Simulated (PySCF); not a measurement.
# Reading the logs of faulty runs: AlBCFH3

Calculated results; nothing here was measured. The program is PySCF 2.14.0, an open-source quantum chemistry code, run on an isolated molecule that a program drew, which may never have been made. The molecule is AlBCFH3 (charge 0, singlet), drawn as the SMILES string `B=[CH][AlH][F]`.

Each row is a Hartree-Fock (HF) and frozen-core CCSD(T) single point in the cc-pV(D+d)Z basis, meant for a local HF minimum. Run 1 is clean. Each other run has one planted mistake out of seven kinds, and not every kind appears here: one electron removed, one electron added, multiplicity raised by two, geometry at a saddle point, minimal basis STO-3G, one bond length entered in bohr, all coordinates scaled. The reference is restricted for singlets and unrestricted otherwise, and also for a bond in bohr. Adding or removing an electron swaps singlet and doublet. Electrons count all cores. HOMO and LUMO are orbital energies over both spins, the gradient is its largest component, and the lowest frequency (negative if imaginary) is given only where the gradient is small. Bond lengths are over the 6 bonds as drawn. T1 is the CCSD diagnostic: over 0.02 (restricted) or 0.045 (unrestricted) a single reference is doubtful.

Geometry of the clean run:
```xyz
7
AlBCFH3, angstrom
B     0.1130   -2.0091    1.5189
C    -0.0289   -1.0450    2.4890
Al    1.2004    0.3994    2.2687
F     2.2388    0.2942    0.9748
H     0.3047   -2.7799    0.6521
H    -0.7305   -1.0319    3.3148
H     1.3231    1.6659    3.1850
```

```
run,electrons,basis functions,<S^2>,HOMO (eV),LUMO (eV),gradient (hartree/bohr),lowest frequency (cm^-1),mean bond (Å),longest bond (Å),T1,HF (hartree),CCSD(T) (hartree),mistake
1,36,80,0.000,-9.56,2.00,1.2e-05,118,1.4624,1.909,0.0160,-405.69741,-406.19856,no fault
2,36,80,2.017,-6.31,-0.41,1.0e-01,-,1.4624,1.909,0.0150,-405.59258,-406.06053,multiplicity raised by two
3,36,27,0.000,-6.79,7.55,4.7e-02,-,1.4624,1.909,0.0183,-400.53995,-400.73184,minimal basis STO-3G
4,35,80,0.755,-17.36,-7.16,5.5e-02,-,1.4624,1.909,0.0163,-405.39582,-405.85008,one electron removed
5,36,80,0.000,-10.17,2.38,8.4e-02,-,1.3454,1.757,0.0140,-405.64363,-406.13515,?
```

**Which mistake was planted in run 5, and what did it cost?**

The mean and the longest bond both change by the same factor, 0.920, and the gradient is no longer small. So the mistake is: all coordinates scaled. Subtracting run 1 and multiplying by 627.51 kcal/mol a hartree, the energy moved by 33.7 kcal/mol in HF and 39.8 kcal/mol in CCSD(T).

